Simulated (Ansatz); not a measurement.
The same path of F$_{2}$GeH$_{2}$ (5 atoms, charge 0, multiplicity 1) was run 3 times with different band settings. Lost on the way: Ge1–H2, Ge1–H3. Made: H2–H3.

Method: RKS B3LYP/def2-SVPD (Ansatz 0.2.0).

Relaxed end points:

```xyz
5
Properties=species:S:1:pos:R:3
Ge 0.332 0.000 0.235
H 0.183 0.000 1.756
H 1.717 0.000 -0.412
F -0.539 1.389 -0.381
F -0.539 -1.389 -0.381
```

```xyz
5
Properties=species:S:1:pos:R:3
Ge -0.167 0.031 -1.171
H 1.310 0.067 1.499
H 1.970 -0.059 1.142
F -1.001 1.314 -0.268
F -0.959 -1.353 -0.386
```

Common settings: spring 5.0 eV/Å²; optimiser quadratic models (default); start path through a guess of the saddle point; end points relaxed.

| run | movable images | climbing image | force threshold | iteration limit |
| --- | --- | --- | --- | --- |
| 1 | 5 | yes | 0.03 eV/Å | 57 |
| 2 | 3 | no | 0.03 eV/Å | 60 |
| 3 | 5 | yes | 0.5 eV/Å | 60 |

Q: What does each run give, and how far can it be trusted?

A: Run 1: converged after 15 iterations, highest image 3.277 eV above the first end. Neighbouring images differ by up to 2.3 eV, so the band resolves the path poorly. A vibrational analysis at the climbing image gives one clearly imaginary mode, 1526i cm⁻¹: a first-order saddle point.
Run 2: converged after 10 iterations, highest image 2.825 eV above the first end. Neighbouring images differ by up to 2.4 eV, so the band resolves the path poorly. No image climbed, so the highest image needn't sit at the top of the path. So few images can step over the top or miss a turn of the path.
Run 3: converged after 9 iterations, highest image 3.282 eV above the first end. The threshold of 0.5 eV/Å is loose, so the images may lie well off the minimum-energy path. Neighbouring images differ by up to 2.3 eV, so the band resolves the path poorly. The order of the stationary point at the top wasn't checked.
The orbitals stay closed-shell, which can raise the energy where a bond breaks towards radicals; this wasn't checked here.
